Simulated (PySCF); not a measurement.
## Atomic charges by several schemes

C5H7F2O2 (charge -1).
Geometry (GFN2-xTB, Å), atoms numbered from 1 in this order:
```
atom  x, y, z in Å
C1    -1.5229   -1.0707   -0.6191
C2    -0.4531   -0.0024   -0.4592
F3    -0.0302    0.3736   -1.7475
C4     0.7730   -0.5387    0.2798
C5     1.8276    0.5462    0.4014
F6     2.9831    0.0459    0.9886
C7    -1.0371    1.2666    0.3590
O8    -1.6286    0.9301    1.3889
O9    -0.7943    2.3750   -0.1076
H10   -1.9996   -1.2166    0.3466
H11   -1.1015   -2.0143   -0.9727
H12   -2.2695   -0.7247   -1.3314
H13    1.1961   -1.3967   -0.2568
H14    0.4527   -0.8598    1.2720
H15    1.4792    1.3691    1.0283
H16    2.1176    0.9262   -0.5817
```

Density: PBE0/pcSseg-1 (PySCF); schemes: Mulliken, IAO, Hirshfeld and ESP-fitted. The structure is a single GFN2-xTB conformer in the gas phase; no vibrational or solvent corrections. The pcSseg-1 basis has no diffuse functions, a weakness for an anion.

Task: Which atoms carry the lowest charge in the Mulliken, IAO, Hirshfeld and ESP-fitted schemes?

Result: The schemes don't all agree: Mulliken O8 (-0.564); IAO O8 (-0.661); Hirshfeld O9 (-0.417); ESP-fitted O9 (-0.751).

Task: Which atoms carry the highest charge in the Mulliken, IAO, Hirshfeld and ESP-fitted schemes?

Result: All schemes agree: Mulliken C7 (+0.426); IAO C7 (+0.489); Hirshfeld C7 (+0.106); ESP-fitted C7 (+0.721).

Task: At which atom do the 4 schemes differ most?

Result: At C7: from +0.106 (Hirshfeld) to +0.721 e (ESP-fitted), 0.615 e apart.

Task: Tabulate the Mulliken, IAO, Hirshfeld and ESP-fitted charges.

Result: In e:

```
atom         environment  Mulliken     IAO  Hirshfeld  ESP-fitted
  C1       methyl carbon    -0.179  -0.429     -0.149      -0.536
  C2      sp3 C–F carbon    -0.073  +0.227     +0.078      +0.440
  F3      alkyl fluorine    -0.363  -0.358     -0.147      -0.348
  C4    chain CH2 carbon    -0.214  -0.281     -0.100      -0.135
  C5      sp3 C–F carbon    +0.188  +0.043     +0.012      +0.155
  F6      alkyl fluorine    -0.380  -0.360     -0.161      -0.313
  C7  carboxylate carbon    +0.426  +0.489     +0.106      +0.721
  O8  carboxylate oxygen    -0.564  -0.661     -0.412      -0.747
  O9  carboxylate oxygen    -0.544  -0.627     -0.417      -0.751
 H10     methyl hydrogen    +0.116  +0.160     +0.029      +0.124
 H11     methyl hydrogen    +0.065  +0.107     +0.015      +0.087
 H12     methyl hydrogen    +0.098  +0.137     +0.028      +0.128
 H13  methylene hydrogen    +0.086  +0.115     +0.018      +0.033
 H14  methylene hydrogen    +0.118  +0.148     +0.034      +0.043
 H15  methylene hydrogen    +0.125  +0.152     +0.038      +0.062
 H16  methylene hydrogen    +0.096  +0.139     +0.029      +0.038
```

Mean size of the charges over all atoms: ESP-fitted 0.291 e, IAO 0.277 e, Mulliken 0.227 e, Hirshfeld 0.111 e. Each set sums to the total charge, -1, to within 0.001 e. The IAO scheme counts the electrons in orthogonalised intrinsic atomic orbitals, a minimal basis polarised so that it spans the occupied orbitals exactly. The Mulliken scheme counts on each atom the diagonal of the density matrix times the overlap matrix over that atom's basis functions.

Task: Sum the charges by element.

Result: 
```tsv
element	atoms	Mulliken	IAO	Hirshfeld	ESP-fitted
C	5	+0.148	+0.049	-0.053	+0.646
F	2	-0.743	-0.719	-0.308	-0.662
O	2	-1.109	-1.288	-0.829	-1.499
H	7	+0.703	+0.958	+0.190	+0.515
```

Task: How many electrons does the IAO scheme count on C2?

Result: Z − q = 6 − (+0.227) = 5.773.

Task: How closely do the schemes follow one another over all atoms?

Result: Correlation coefficient and root-mean-square difference: IAO with ESP-fitted 0.96, 0.114 e; IAO with Hirshfeld 0.95, 0.187 e; Mulliken with IAO 0.94, 0.114 e; Hirshfeld with ESP-fitted 0.92, 0.249 e; Mulliken with Hirshfeld 0.91, 0.146 e; Mulliken with ESP-fitted 0.89, 0.191 e.
